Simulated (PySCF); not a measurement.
## Excitation energy of Zn⁺ by level of theory

Zn⁺ [Ar] 3d10 4s1 (2S) → Zn⁺ [Ar] 3d9 4s1 4p1 (high-spin determinant), as a difference of total energies. Calculation: PySCF 2.14, in x2c-TZVPPall; scalar relativity by spin-free X2C-1e. Correlated levels: valence: [Ar] frozen; valence and next inner shell: [Ne] frozen. The calculations carry no spin-orbit coupling.

```tsv
method	excitation energy (cm⁻¹)
UHF	86228
LDA	113460
PBE0	104940
r2SCAN	104100
HSE06	104890
r2SCAN0	101630
B2PLYP	106520
M06-L	107800
SCS-MP2 (valence)	106580
MP2 (valence and next inner shell)	112410
SCS-MP2 (valence and next inner shell)	109520
```

Problem. Estimate what MP2 (valence) gives.

Solution. 108510 cm⁻¹, closest to M06-L among the rows shown.

Problem. Estimate what PBE gives.

Solution. 109020 cm⁻¹, closest to SCS-MP2 (valence and next inner shell) among the rows shown.

A first-order spin-orbit estimate (lowest level to lowest level, LS coupling) adds -0.088 eV.

The basis was made for the ground configuration and has no added diffuse functions, so the excitation energy can come out too high.

The determinant of the upper state mixes LS terms, which raises its energy above the lowest term, most at the Hartree-Fock and MP2 levels.
